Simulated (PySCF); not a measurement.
## The 5-electron isoelectronic series, non-relativistic

All values are computed (PySCF 2.14, energy differences of UHF-based or UKS calculations, no spin-orbit coupling). Each ion has its own even-tempered basis scaled to its charge (20s13p6d6f5g for the first); frozen: nothing. Ionisation energies in eV, correlation energies of the ion in mhartree.

| ion | configuration | UHF | LDA | PBE | PBE0 | r2SCAN | MP2 (all electrons) | E_corr MP2 | NIST (with spin-orbit, Breit and QED) |
| --- | --- | --- | --- | --- | --- | --- | --- | --- | --- |
| O³⁺ | [He] 2s2 2p1 (2P) | 77.331 | 77.843 | 78.090 | 78.072 | 78.339 | 77.643 | n/a | 77.413 |
| Si⁹⁺ | [He] 2s2 2p1 (2P) | 401.11 | 400.98 | 401.97 | 401.94 | 402.47 | 401.20 | -157.1 | 401.38 (s) |
| S¹¹⁺ | [He] 2s2 2p1 (2P) | 563.56 | 563.17 | 564.44 | 564.41 | 565.04 | 563.55 | -166.2 | 564.41 ± 0.05 (s) |
| Ar¹³⁺ | [He] 2s2 2p1 (2P) | 753.25 | 752.57 | 754.15 | 754.11 | 754.82 | 753.12 | -175.0 | 755.13 ± 0.22 (s) |
| Ca¹⁵⁺ | [He] 2s2 2p1 (2P) | 970.16 | 969.19 | 971.07 | 971.04 | 971.82 | 969.92 | -183.4 | 973.7 ± 0.3 (s) |
| Ti¹⁷⁺ | [He] 2s2 2p1 (2P) | 1214.3 | 1213.0 | 1215.2 | 1215.2 | 1216.1 | 1213.9 | -191.7 | 1220.3 ± 0.5 (s) |
| Cr¹⁹⁺ | [He] 2s2 2p1 (2P) | 1485.6 | 1484.1 | 1486.6 | 1486.5 | 1487.5 | 1485.2 | -199.7 | 1495.1 ± 0.7 (s) |
| Mn²⁰⁺ | [He] 2s2 2p1 (2P) | 1631.5 | 1629.8 | 1632.5 | 1632.4 | 1633.4 | 1631.0 | n/a | 1643.2 ± 0.7 (s) |
| Fe²¹⁺ | [He] 2s2 2p1 (2P) | 1784.2 | 1782.3 | 1785.2 | 1785.1 | 1786.2 | 1783.6 | -207.5 | 1798.4 ± 0.8 (s) |
| Ni²³⁺ | [He] 2s2 2p1 (2P) | 2110.0 | 2107.8 | 2111.0 | 2110.9 | 2112.0 | 2109.3 | -215.4 | 2130.5 ± 0.9 (s) |

Each ion has its own basis, which adds noise of up to about 0.1 % along the series.

NIST values marked (s) are semi-empirical, (t) theoretical. Open shells are high-spin determinants of the terms that Hund's rules give.

MP2 underrates the 2s², 2p² near-degeneracy of four-electron ions.

All relativistic terms are absent from the calculated values; where these lie close to NIST, scalar and spin-orbit shifts of opposite sign can cancel.
